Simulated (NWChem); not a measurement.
Everything below was run with NWChem. System: disilylmethane (CH8Si2), charge 0, spin multiplicity 1, at a geometry optimised with PBE0/def2-SVP. Level: CCSD(T)/cc-pVDZ, 11 core orbitals frozen.

Part of the output:

```
             Northwest Computational Chemistry Package (NWChem) 7.3.0
             --------------------------------------------------------

                                NWChem Input Module
                                -------------------

 Scaling coordinates for geometry "geometry" by  1.889725989
 (inverse scale =  0.529177249)

 Turning off AUTOSYM since
 SYMMETRY directive was detected!

                             Geometry "geometry" -> ""
                             -------------------------

 Output coordinates in angstroms (scale by  1.889725989 to convert to a.u.)

  No.       Tag          Charge          X              Y              Z
 ---- ---------------- ---------- -------------- -------------- --------------
    1 Si                  14.0000    -1.59506300     0.00000000     0.18192200
    2 C                    6.0000     0.00000000     0.00000000    -0.81925000
    3 Si                  14.0000     1.59506300     0.00000000     0.18192200
    4 H                    1.0000    -2.78823400     0.00000000    -0.71995000
    5 H                    1.0000    -1.66333700    -1.21243700     1.05458100
    6 H                    1.0000    -1.66333700     1.21243700     1.05458100
    7 H                    1.0000     0.00000000     0.88549000    -1.47837600
    8 H                    1.0000     0.00000000    -0.88549000    -1.47837600
    9 H                    1.0000     1.66333700    -1.21243700     1.05458100
   10 H                    1.0000     1.66333700     1.21243700     1.05458100
   11 H                    1.0000     2.78823400     0.00000000    -0.71995000

 Effective nuclear repulsion energy (a.u.)     150.3009345916

            Nuclear Dipole moment (a.u.)
            ----------------------------
        X                 Y               Z
 ---------------- ---------------- ----------------
     0.0000000000     0.0000000000    -0.0000226767

      Symmetry information
      --------------------

 Group name             C2v
 Group number             16
 Group order               4
 No. of unique centers     5

      Symmetry unique atoms

     1    2    4    5    7


 Summary of "ao basis" -> "" (spherical)
 ------------------------------------------------------------------------------
       Tag                 Description            Shells   Functions and Types
 ---------------- ------------------------------  ------  ---------------------
 *                          cc-pvdz                   on all atoms

 Summary of "ao basis" -> "ao basis" (spherical)
 ------------------------------------------------------------------------------
       Tag                 Description            Shells   Functions and Types
 ---------------- ------------------------------  ------  ---------------------
 Si                         cc-pvdz                  8       18   4s3p1d
 C                          cc-pvdz                  6       14   3s2p1d
 H                          cc-pvdz                  3        5   2s1p

                                 NWChem SCF Module
                                 -----------------

  ao basis        = "ao basis"
  functions       =    90
  atoms           =    11
  closed shells   =    21
  open shells     =     0
  charge          =   0.00
  wavefunction    = RHF
  use symmetry    = T
  symmetry adapt  = T

 Summary of "ao basis" -> "ao basis" (spherical)
 ------------------------------------------------------------------------------
       Tag                 Description            Shells   Functions and Types
 ---------------- ------------------------------  ------  ---------------------
 Si                         cc-pvdz                  8       18   4s3p1d
 C                          cc-pvdz                  6       14   3s2p1d
 H                          cc-pvdz                  3        5   2s1p

      Symmetry analysis of basis
      --------------------------

        a1         33
        a2         13
        b1         26
        b2         18

 Forming initial guess at       0.0s

      Superposition of Atomic Density Guess
      -------------------------------------

 Sum of atomic energies:        -619.33091398

      Non-variational initial energy
      ------------------------------
[...]
 memory available/node                      104836244
 total number of virtual orbitals        69
 number of virtuals per integral pass    69
 number of integral evaluations           1
 number of occupied per triples pass     10
 number of triples passes                 1

 commencing integral evaluation        1 at          93.36
  symmetry use  T
task         2 out of      1081 done   0%  at       0.0 secs
task        93 out of      1081 done   8%  at       0.3 secs
task       122 out of      1081 done  11%  at       0.4 secs
task       163 out of      1081 done  15%  at       0.5 secs
task       218 out of      1081 done  20%  at       0.7 secs
task       271 out of      1081 done  25%  at       0.8 secs
task       325 out of      1081 done  30%  at       0.9 secs
task       380 out of      1081 done  35%  at       1.0 secs
task       433 out of      1081 done  40%  at       1.4 secs
task       513 out of      1081 done  47%  at       1.8 secs
task       545 out of      1081 done  50%  at       1.8 secs
task       597 out of      1081 done  55%  at       1.8 secs
task       668 out of      1081 done  61%  at       1.9 secs
task       703 out of      1081 done  65%  at       2.0 secs
task       759 out of      1081 done  70%  at       2.2 secs
task       818 out of      1081 done  75%  at       2.2 secs
task       876 out of      1081 done  81%  at       2.2 secs
task       920 out of      1081 done  85%  at       2.2 secs
task       984 out of      1081 done  91%  at       2.2 secs
task      1027 out of      1081 done  95%  at       2.3 secs
task      1081 out of      1081 done 100%  at       2.4 secs
 commencing triples evaluation - blocking       1
 ccsd(t): done        1 out of       69 progress:    1.4%
 ccsd(t): done        2 out of       69 progress:    2.9%
 ccsd(t): done        3 out of       69 progress:    4.3%
 ccsd(t): done        4 out of       69 progress:    5.8%
 ccsd(t): done        5 out of       69 progress:    7.2%
 ccsd(t): done        6 out of       69 progress:    8.7%
 ccsd(t): done        7 out of       69 progress:   10.1%
 ccsd(t): done        8 out of       69 progress:   11.6%
 ccsd(t): done        9 out of       69 progress:   13.0%
 ccsd(t): done       10 out of       69 progress:   14.5%
 ccsd(t): done       11 out of       69 progress:   15.9%
 ccsd(t): done       12 out of       69 progress:   17.4%
 ccsd(t): done       13 out of       69 progress:   18.8%
 ccsd(t): done       14 out of       69 progress:   20.3%
 ccsd(t): done       15 out of       69 progress:   21.7%
 ccsd(t): done       16 out of       69 progress:   23.2%
 ccsd(t): done       17 out of       69 progress:   24.6%
 ccsd(t): done       18 out of       69 progress:   26.1%
 ccsd(t): done       19 out of       69 progress:   27.5%
 ccsd(t): done       20 out of       69 progress:   29.0%
 ccsd(t): done       21 out of       69 progress:   30.4%
 ccsd(t): done       22 out of       69 progress:   31.9%
 ccsd(t): done       23 out of       69 progress:   33.3%
 ccsd(t): done       24 out of       69 progress:   34.8%
 ccsd(t): done       25 out of       69 progress:   36.2%
 ccsd(t): done       26 out of       69 progress:   37.7%
 ccsd(t): done       27 out of       69 progress:   39.1%
 ccsd(t): done       28 out of       69 progress:   40.6%
 ccsd(t): done       29 out of       69 progress:   42.0%
 ccsd(t): done       30 out of       69 progress:   43.5%
 ccsd(t): done       31 out of       69 progress:   44.9%
 ccsd(t): done       32 out of       69 progress:   46.4%
 ccsd(t): done       33 out of       69 progress:   47.8%
 ccsd(t): done       34 out of       69 progress:   49.3%
 ccsd(t): done       35 out of       69 progress:   50.7%
 ccsd(t): done       36 out of       69 progress:   52.2%
 ccsd(t): done       37 out of       69 progress:   53.6%
 ccsd(t): done       38 out of       69 progress:   55.1%
 ccsd(t): done       39 out of       69 progress:   56.5%
 ccsd(t): done       40 out of       69 progress:   58.0%
 ccsd(t): done       41 out of       69 progress:   59.4%
 ccsd(t): done       42 out of       69 progress:   60.9%
 ccsd(t): done       43 out of       69 progress:   62.3%
 ccsd(t): done       44 out of       69 progress:   63.8%
 ccsd(t): done       45 out of       69 progress:   65.2%
 ccsd(t): done       46 out of       69 progress:   66.7%
 ccsd(t): done       47 out of       69 progress:   68.1%
 ccsd(t): done       48 out of       69 progress:   69.6%
 ccsd(t): done       49 out of       69 progress:   71.0%
 ccsd(t): done       50 out of       69 progress:   72.5%
 ccsd(t): done       51 out of       69 progress:   73.9%
 ccsd(t): done       52 out of       69 progress:   75.4%
 ccsd(t): done       53 out of       69 progress:   76.8%
 ccsd(t): done       54 out of       69 progress:   78.3%
 ccsd(t): done       55 out of       69 progress:   79.7%
 ccsd(t): done       56 out of       69 progress:   81.2%
 ccsd(t): done       57 out of       69 progress:   82.6%
 ccsd(t): done       58 out of       69 progress:   84.1%
 ccsd(t): done       59 out of       69 progress:   85.5%
 ccsd(t): done       60 out of       69 progress:   87.0%
 ccsd(t): done       61 out of       69 progress:   88.4%
 ccsd(t): done       62 out of       69 progress:   89.9%
 ccsd(t): done       63 out of       69 progress:   91.3%
 ccsd(t): done       64 out of       69 progress:   92.8%
 ccsd(t): done       65 out of       69 progress:   94.2%
 ccsd(t): done       66 out of       69 progress:   95.7%
 ccsd(t): done       67 out of       69 progress:   97.1%
 ccsd(t): done       68 out of       69 progress:   98.6%
 ccsd(t): done       69 out of       69 progress:  100.0%
 Time for integral evaluation pass     1        2.47
 Time for triples evaluation pass      1        3.47

 pseudo-e(mp4)  -0.11022901963808E-01
 pseudo-e(mp5)   0.24567217562383E-03
        e(t)    -0.10777229788185E-01

 --------------
 CCSD(T) Energy
 --------------
 Reference energy:                    -620.384994885064316

 CCSD corr. energy:                     -0.420908684613860
 T(CCSD) corr. energy:                  -0.011022901963808
 Total CCSD+T(CCSD) energy:           -620.816926471641978

 CCSD corr. energy:                     -0.420908684613860
 (T) corr. energy:                      -0.010777229788185
 Total CCSD(T) energy:                -620.816680799466326

 routine      calls  cpu(0)   cpu-min  cpu-ave  cpu-max   i/o
 aoccsd          1     0.01     0.01     0.01     0.01    0.00
 iterdrv         1     0.01     0.01     0.01     0.01    0.00
 pampt          12     0.05     0.05     0.05     0.05    0.00
 t2pm           12     0.10     0.10     0.10     0.10    0.00
 sxy            12     0.89     0.89     0.89     0.89    0.00
 ints     13945356    77.23    77.23    77.23    77.23    0.00
 t2eri       12972     7.32     7.32     7.32     7.32    0.00
 idx2        12972     0.77     0.77     0.77     0.77    0.00
 idx34          12     0.07     0.07     0.07     0.07    0.00
 ht2pm          12     0.13     0.13     0.13     0.13    0.00
 itm            12     0.84     0.84     0.84     0.84    0.00
 pdiis          12     0.01     0.01     0.01     0.01    0.00
 triples         1     0.00     0.00     0.00     0.00    0.00
 rdtrpo          1     0.01     0.01     0.01     0.01    0.00
 trpmos          1     2.47     2.47     2.47     2.47    0.00
 trpdrv          1     0.39     0.39     0.39     0.39    0.00
 dovvv       75900     1.70     1.70     1.70     1.70    0.00
 doooo       75900     0.32     0.32     0.32     0.32    0.00
 tengy       69000     1.03     1.03     1.03     1.03    0.00
 Total                93.35    93.35    93.35    93.35    0.00

 Task  times  cpu:      100.3s     wall:      100.3s

 Total times  cpu:      100.3s     wall:      100.3s
```

Problem. Write an NWChem input that would produce this output.

Solution. One answer among several that fit: 
```
start mol
memory heap 100 mb stack 700 mb global 1900 mb
geometry units angstroms nocenter noautoz
  Si    -1.595063     0.000000     0.181922
  C      0.000000     0.000000    -0.819250
  Si     1.595063     0.000000     0.181922
  H     -2.788234     0.000000    -0.719950
  H     -1.663337    -1.212437     1.054581
  H     -1.663337     1.212437     1.054581
  H      0.000000     0.885490    -1.478376
  H      0.000000    -0.885490    -1.478376
  H      1.663337    -1.212437     1.054581
  H      1.663337     1.212437     1.054581
  H      2.788234     0.000000    -0.719950
  symmetry group C2v
end
basis spherical
  * library cc-pvdz
end
scf
  rhf
  nopen 0
  maxiter 100
  thresh 1e-7
  semidirect memsize 60000000 filesize 0
end
ccsd
  freeze core 11
  maxiter 60
end
task ccsd(t) energy
```
